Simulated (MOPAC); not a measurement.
Job for MOPAC: AM1 on BH5P2 (SMILES PBP), a point of a torsion scan.

```
AM1 1SCF PRECISE CHARGE=0 THREADS=1
BH5P2

P      1.96342543 1     0.02531943 1    -0.04264192 1
B      0.26353984 1    -0.86683596 1     0.13912255 1
P      0.16590834 1    -2.67480318 1    -0.20695088 1
H      1.41386438 1     1.24914036 1    -0.39662974 1
H      2.01507140 1     0.40242161 1     1.29294315 1
H     -0.65373946 1    -0.30583888 1     0.60277719 1
H      0.94052520 1    -2.82061729 1    -1.33726423 1
H     -1.06436741 1    -2.82357357 1    -0.80901757 1
```

It printed:

```
*******************************************************************************
 **                                                                           **
 **                              MOPAC v23.2.5                                **
 **                                                                           **
 *******************************************************************************
 ** MOPAC's Digital Object Identifier: https://doi.org/10.5281/zenodo.6511958 **
 **                                                                           **
 ** Please cite the open-source release paper for use of this MOPAC version:  **
 ** J. E. Moussa and J. J. P. Stewart (2026)                                  **
 ** MOPAC: An open-source semiempirical molecular orbital program             **
 ** J. Open Source Softw., 11(119), 8025, https://doi.org/10.21105/joss.08025 **
 *******************************************************************************

                              AM1 CALCULATION RESULTS

 *******************************************************************************
 *  AM1        - The AM1 Hamiltonian to be used
 *
 *
 *
 *                 CHARGE ON SYSTEM = 0
 *
 *
 *
 *  PRECISE    - TIGHTER CRITERIA TO BE USED
 *  1SCF       - DO 1 SCF AND THEN STOP
 *  THREADS=1  - MULTI-THREADING NOT USED
 *  T=         - A TIME OF 172800.0 SECONDS REQUESTED
 *  DUMP=N     - RESTART FILE WRITTEN EVERY 7200.0 SECONDS REQUESTED
 *******************************************************************************
AM1 1SCF PRECISE CHARGE=0 THREADS=1
 BH5P2

   ATOM   CHEMICAL          X               Y               Z
  NUMBER   SYMBOL      (ANGSTROMS)     (ANGSTROMS)     (ANGSTROMS)

     1       P          1.96342543  *   0.02531943  *  -0.04264192  *
     2       B          0.26353984  *  -0.86683596  *   0.13912255  *
     3       P          0.16590834  *  -2.67480318  *  -0.20695088  *
     4       H          1.41386438  *   1.24914036  *  -0.39662974  *
     5       H          2.01507140  *   0.40242161  *   1.29294315  *
     6       H         -0.65373946  *  -0.30583888  *   0.60277719  *
     7       H          0.94052520  *  -2.82061729  *  -1.33726423  *
     8       H         -1.06436741  *  -2.82357357  *  -0.80901757  *



          CARTESIAN COORDINATES

    NO.       ATOM           X           Y           Z

     1         P          1.9634      0.0253     -0.0426
     2         B          0.2635     -0.8668      0.1391
     3         P          0.1659     -2.6748     -0.2070
     4         H          1.4139      1.2491     -0.3966
     5         H          2.0151      0.4024      1.2929
     6         H         -0.6537     -0.3058      0.6028
     7         H          0.9405     -2.8206     -1.3373
     8         H         -1.0644     -2.8236     -0.8090

  H: (AM1): M.J.S. DEWAR ET AL, J. AM. CHEM. SOC. 107 3902-3909 (1985)
  B: (AM1): M.J.S. DEWAR ET AL, ORGANOMETALLICS, 7, 513-521 (1988)
  P: (AM1): M.J.S.DEWAR, JIE, C, THEOCHEM, 187, 1 (1989)

           Empirical Formula: H5 P2 B  =     8 atoms



      MOLECULAR POINT GROUP   :   C1


      RHF CALCULATION, NO. OF DOUBLY OCCUPIED LEVELS = 9


 -------------------------------------------------------------------------------
 AM1 1SCF PRECISE CHARGE=0 THREADS=1
 BH5P2



     1SCF WAS SPECIFIED, SO BFGS WAS NOT USED
     SCF FIELD WAS ACHIEVED


                              AM1 CALCULATION
                                                       MOPAC v23.2.5 Linux




          FINAL HEAT OF FORMATION =         31.99467 KCAL/MOL =     133.86571 KJ/MOL


          COSMO AREA              =        111.15 SQUARE ANGSTROMS
          COSMO VOLUME            =         96.11 CUBIC ANGSTROMS

          IONIZATION POTENTIAL    =         10.121957 EV
          HOMO LUMO ENERGIES (EV) =        -10.122 -0.232
          NO. OF FILLED LEVELS    =          9
          MOLECULAR WEIGHT        =         77.7970         POINT GROUP:  C1

          MOLECULAR DIMENSIONS (Angstroms)

            Atom       Atom       Distance
            H     8    H     5     4.93034
            H     7    H     6     3.23243
            H     4    P     3     2.37327


          SCF CALCULATIONS        =          1





   ATOM   CHEMICAL          X               Y               Z
  NUMBER   SYMBOL      (ANGSTROMS)     (ANGSTROMS)     (ANGSTROMS)

     1       P          1.96342543  *   0.02531943  *  -0.04264192  *
     2       B          0.26353984  *  -0.86683596  *   0.13912255  *
     3       P          0.16590834  *  -2.67480318  *  -0.20695088  *
     4       H          1.41386438  *   1.24914036  *  -0.39662974  *
     5       H          2.01507140  *   0.40242161  *   1.29294315  *
     6       H         -0.65373946  *  -0.30583888  *   0.60277719  *
     7       H          0.94052520  *  -2.82061729  *  -1.33726423  *
     8       H         -1.06436741  *  -2.82357357  *  -0.80901757  *

                             CARTESIAN COORDINATES

   1    P        1.963425430     0.025319430    -0.042641920
   2    B        0.263539840    -0.866835960     0.139122550
   3    P        0.165908340    -2.674803180    -0.206950880
   4    H        1.413864380     1.249140360    -0.396629740
   5    H        2.015071400     0.402421610     1.292943150
   6    H       -0.653739460    -0.305838880     0.602777190
   7    H        0.940525200    -2.820617290    -1.337264230
   8    H       -1.064367410    -2.823573570    -0.809017570


           Empirical Formula: H5 P2 B  =     8 atoms



      MOLECULAR POINT GROUP   :   C1


                  EIGENVALUES
 -24.11591 -21.12004 -18.05494 -13.68753 -12.96145 -12.37508 -11.77498 -10.30847
 -10.12196  -0.23242   0.39856   1.40208   1.51933   1.84765   1.88884   2.96709
   4.50588


              NET ATOMIC CHARGES AND DIPOLE CONTRIBUTIONS

  ATOM NO.   TYPE          CHARGE      No. of ELECS.   s-Pop       p-Pop
    1          P          -0.294126        5.2941     1.83182     3.46230
    2          B           0.310938        2.6891     1.35410     1.33496
    3          P          -0.288573        5.2886     1.78975     3.49882
    4          H           0.060501        0.9395     0.93950
    5          H           0.078150        0.9219     0.92185
    6          H          -0.049310        1.0493     1.04931
    7          H           0.104053        0.8959     0.89595
    8          H           0.078368        0.9216     0.92163
 DIPOLE           X         Y         Z       TOTAL
 POINT-CHG.    -1.219     0.491    -0.191     1.328
 HYBRID        -1.627     1.790    -0.542     2.479
 SUM           -2.845     2.281    -0.733     3.720


          ATOMIC ORBITAL ELECTRON POPULATIONS

     Atom    s        px        py        pz
    1  P   1.83182   1.25213   1.09587   1.11430
    2  B   1.35410   0.59423   0.56583   0.17489
    3  P   1.78975   1.07016   1.21386   1.21481
    4  H   0.93950
    5  H   0.92185
    6  H   1.04931
    7  H   0.89595
    8  H   0.92163

 **********************
 *                    *
 * JOB ENDED NORMALLY *
 *                    *
 **********************




 == MOPAC DONE ==
```

The run finished.

Cost: about 0.010 core-seconds (a rough figure).
